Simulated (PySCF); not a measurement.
S₄. Atoms are numbered in the order given.

```xyz
4

S      0.0000     0.0000     0.0000
S      1.9450     0.0000     0.0000
S     -0.9725     1.6844     0.0000
S     -0.9725    -1.6844     0.0000
```

Geometry optimised at PBE-D3(BJ)/def2-SVP.

Computed with PBE-D3(BJ)/def2-SVP run with PySCF.

Frequencies are harmonic and unscaled.

Modes within 1.5 cm⁻¹ of each other (mostly degenerate sets) share a row, with their intensities summed.

Computed normal modes with their intensities:
```tsv
mode	ν (cm⁻¹)	IR (km/mol)	moving atoms (share of kinetic energy)
1–2	226	2.7	S 100 %
3	249	0.3	S 100 %
4	455	0.0	S 100 %
5–6	682	175.8	S 100 %
```
